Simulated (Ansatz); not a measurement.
Harmonic frequencies (cm⁻¹) at PBE0-D4/def2-TZVP from Ansatz: 214, 324, 384, 774, 849, 883, 940, 999, 1060, 1108, 1154, 1168, 1233, 1277, 1396, 1516, 2592, 2679, 3098, 3138, 3189.

Which molecule is it?
A. `BCC=O`
B. `OB1CC1`
C. `B1CCO1`
D. `BC1CO1`

D.
